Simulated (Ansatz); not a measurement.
Total energies of Ca₂Te₂ from Ansatz at PBE-D4/def2-TZVP, gas phase (1 Eh = 27.2114 eV = 2625.5 kJ/mol). The reference geometry is relaxed at PBE-D4/def2-SVP.

```xyz
4

Ca    0.0487   -1.5629   -0.7342
Ca   -0.0485    1.5629    0.7345
Te    1.2543    0.8591   -1.7455
Te   -1.2545   -0.8592    1.7452
```

```json
{"state": "charge 0 singlet", "geometry": "reference", "energy (Eh)": "-1890.97471"}
{"state": "charge 1 doublet", "geometry": "reference", "energy (Eh)": "-1890.73338"}
{"state": "charge 0 triplet", "geometry": "relaxed at PBE-D4/def2-SVP", "energy (Eh)": "-1890.91550"}
{"state": "free Ca atom (singlet)", "geometry": "–", "energy (Eh)": "-677.32879"}
{"state": "free Te atom (triplet)", "geometry": "–", "energy (Eh)": "-267.97310"}
```

In the def2 sets Te takes a core potential; there is no spin–orbit coupling.

Problem. Work out the vertical ionisation energy to the doublet.

Solution. E(charge 1 doublet) − E(charge 0 singlet) = -1890.73338 − (-1890.97471) = 0.24133 Eh = 6.57 eV. For comparison, −ε of the highest occupied level is 4.38 eV at this level, 2.19 eV less.

Problem. Which of the charge 0 states is lowest, and how far above it are the others?

Solution. The singlet. triplet: -1890.91550 − (-1890.97471) = 0.05921 Eh = 155.5 kJ/mol.

Problem. What is the binding energy per atom against free atoms?

Solution. Atoms: 2 × (-677.32879) + 2 × (-267.97310) = -1890.60378 Eh. Binding: -1890.60378 − (-1890.97471) = 0.37093 Eh = 10.09 eV, or 2.52 eV for each of 4 atoms (no zero-point energy, no counterpoise term).

 The quintet lies 4.11 eV above the singlet at this level but is left out (at the level of its geometry, an occupied level 0.13 eV above an empty one).

The structure comes from a short search, and lower isomers may exist.
